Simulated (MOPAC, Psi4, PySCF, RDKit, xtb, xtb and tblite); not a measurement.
Two geometries of CH₆SSeSi, SMILES SC[SiH2][SeH], relaxed at GFN2-xTB with one dihedral held; other torsions can differ between them too.

Structure A

```
10

S      2.6065     2.1890    -0.8412
C      0.9164     1.8845    -1.4687
Si    -0.1170     0.9137    -0.1990
Se    -0.6422     2.4449     1.4217
H      2.2383     2.8684     0.2464
H      0.4782     2.8443    -1.7385
H      1.0576     1.3064    -2.3778
H      0.6791    -0.1573     0.3906
H     -1.3567     0.4375    -0.8087
H     -1.4827     1.5672     2.1746
```

Structure B

```
10

S     -2.2031    -1.1583    -0.2595
C     -0.4034    -0.8624    -0.2235
Si     0.1559     0.9772    -0.2395
Se    -1.5978     2.3311     0.2514
H     -2.4221    -0.6358    -1.4666
H      0.0343    -1.4117    -1.0528
H     -0.0802    -1.3403     0.6988
H      1.2101     1.1528     0.7539
H      0.6044     1.3020    -1.5931
H     -2.5133     1.2378     0.4673
```

Q: Which is lower in energy at the level DF-MP2 (frozen core)/cc-pVTZ // GFN2-xTB run with Psi4 1.11, and by how much?

A: A is lower, by 2.31 kcal/mol (dihedral S1–C2–Si3–Se4: 75° in A, 15° in B).

E(B) − E(A) in kcal/mol at the other levels, on the same two geometries: GFN2-xTB (xtb and tblite) 0.57; PBE/def2-TZVP // GFN2-xTB (Psi4) 1.15; PBE-D3(BJ)/def2-TZVP // GFN2-xTB (Psi4) 0.95; HF/cc-pVTZ // GFN2-xTB (Psi4) 4.44; UFF // GFN2-xTB (RDKit) 5.63; PM6, restricted, heats of formation // GFN2-xTB (MOPAC) 3.21; PM7, restricted, heats of formation // GFN2-xTB (MOPAC) 4.60; GFN1-xTB // GFN2-xTB (xtb) 2.25; restricted B3LYP/6-31G*, spherical d, density fitting // GFN2-xTB (PySCF) 2.00; restricted Hartree-Fock/3-21G // GFN2-xTB (PySCF) 4.32; restricted M06-2X/6-31G*, spherical d, density fitting // GFN2-xTB (PySCF) 1.99.
